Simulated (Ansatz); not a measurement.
## An elementary step

Start structure (Si$_{2}$H$_{4}$F$_{4}$, closed shell), relaxed at PBE0-D4/def2-TZVP:

| atom | x (Å) | y (Å) | z (Å) |
| --- | --- | --- | --- |
| Si1 | -0.9330 | -1.7796 | -0.1579 |
| F2 | 1.2544 | 0.2644 | -0.1577 |
| F3 | -2.0527 | -2.8889 | -0.1654 |
| F4 | -0.9562 | -1.1011 | 1.2637 |
| F5 | -1.3389 | -0.6975 | -1.2281 |
| H6 | 0.3630 | -2.3793 | -0.4541 |
| Si7 | 0.9722 | 1.8160 | 0.1584 |
| H8 | 1.7349 | 2.1738 | 1.3763 |
| H9 | 1.4378 | 2.6041 | -1.0057 |
| H10 | -0.4816 | 1.9882 | 0.3705 |

The step: SiHF₃ ([F][SiH]([F])[F]) + SiH₃F ([F][SiH3]) → Si₂H₃F₃ ([F][Si]([F])([F])[SiH3]) + HF; bonds formed: Si1–Si7, F2–H6; bonds broken: Si1–H6, F2–Si7. Computed with Ansatz 0.2.0 (basis: def2-TZVPP and def2-QZVPP); correlated methods freeze the cores. Extrapolation: Hartree–Fock as exp(−7.88 √X), correlation as X^−2.97. Energies below are by CCSD(T) at an estimated basis limit (MP2 extrapolated from triple and quadruple zeta, plus CCSD(T) − MP2 in triple zeta).

**Question.** What are the electronic barrier and the energy of the step, from the start structure to the end structure? (An estimate is asked for; the value comes from the calculation.)

**Answer.** The calculation gives: Barrier 77.30 kcal/mol; step energy 31.04 kcal/mol (uphill); reverse barrier, their difference, 46.26 kcal/mol. Barrier and step energy count from the start structure, the reverse barrier from the end structure.

The saddle point: One imaginary mode of 1127i cm⁻¹.
```csv
pair,start (Å),saddle (Å),end (Å)
Si1–Si7,4.08,2.60,2.33
F2–H6,2.81,1.15,0.93
Si1–H6,1.46,1.86,2.97
F2–Si7,1.61,1.93,3.30
```

Zero-point energy (harmonic, PBE0-D4): ZPE is 28.89 kcal/mol at the start and 26.98 kcal/mol at the saddle, so the barrier goes from 77.30 to 75.39 kcal/mol.

The T1 diagnostic stays at or below 0.014.

Labels in which every atom is bracketed show which atoms are joined, not bond orders.

For scale, one of the runs: CCSD(T)/def2-TZVPP, 264 basis functions, launched by `ansatz run in.yaml --threads 8 --pin off --events-out ev --progress --plain --max-ram 19148MiB`. Hardware: 8 CPU threads of an Arm Neoverse N1, shared host. Wall time 4.5 min; peak host memory 6.8 GiB.
